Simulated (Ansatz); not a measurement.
`Oc1ccc(Oc2ccccc2)cc1` with charge +1. The state is a doublet with charge 1. Geometry PBE-D4/def2-SVP, that of the neutral singlet; atoms count from 1.

```csv
atom,x (Å),y (Å),z (Å)
O1,4.252,-0.533,-2.295
C2,2.962,-0.320,-1.910
C3,1.952,-1.068,-2.548
C4,0.612,-0.894,-2.185
C5,0.264,0.034,-1.190
O6,-1.079,0.231,-0.924
C7,-1.539,0.191,0.372
C8,-2.739,0.877,0.633
C9,-3.296,0.838,1.918
C10,-2.662,0.123,2.949
C11,-1.467,-0.562,2.677
C12,-0.899,-0.536,1.395
C13,1.263,0.790,-0.554
C14,2.606,0.608,-0.910
H15,4.829,0.058,-1.776
H16,2.240,-1.788,-3.328
H17,-0.187,-1.472,-2.672
H18,-3.215,1.433,-0.188
H19,-4.234,1.379,2.117
H20,-3.099,0.099,3.958
H21,-0.968,-1.135,3.473
H22,0.031,-1.082,1.181
H23,0.987,1.523,0.218
H24,3.389,1.203,-0.411
```

Q: Estimate the Mulliken populations from the PBE0/def2-SVP orbitals of Ansatz.

A: 
```csv
atom,charge (e),spin (α − β)
O1,-0.15,0.11
C2,0.19,0.15
C3,-0.01,0.05
C4,0.01,0.00
C5,0.16,0.16
O6,-0.24,0.19
C7,0.17,0.06
C8,0.01,0.09
C9,-0.02,-0.06
C10,0.03,0.21
C11,-0.02,-0.07
C12,-0.04,0.10
C13,-0.01,0.05
C14,-0.05,0.00
H15,0.22,0.00
H16,0.09,0.00
H17,0.09,0.00
H18,0.08,0.00
H19,0.08,0.00
H20,0.09,-0.01
H21,0.08,0.00
H22,0.07,-0.01
H23,0.09,0.00
H24,0.07,0.00
```
Mulliken values depend strongly on the basis.

Q: Where does the spin sit?

A: Summed by element: O 0.29, C 0.73, H -0.02, of 1 unpaired in all. Largest on single atoms: C10 0.21, O6 0.19, C5 0.16.

Q: And the Mayer bond orders between heavy atoms (over 0.3)?

A: O1–C2 1.28 (1.36 Å); C2–C3 1.25 (1.41 Å); C2–C14 1.24 (1.41 Å); C3–C4 1.47 (1.40 Å); C4–C5 1.30 (1.40 Å); C5–O6 1.06 (1.38 Å); C5–C13 1.26 (1.41 Å); O6–C7 1.06 (1.38 Å); C7–C8 1.31 (1.41 Å); C7–C12 1.27 (1.41 Å); C8–C9 1.44 (1.40 Å); C9–C10 1.33 (1.41 Å); C10–C11 1.35 (1.40 Å); C11–C12 1.43 (1.40 Å); C13–C14 1.47 (1.40 Å).
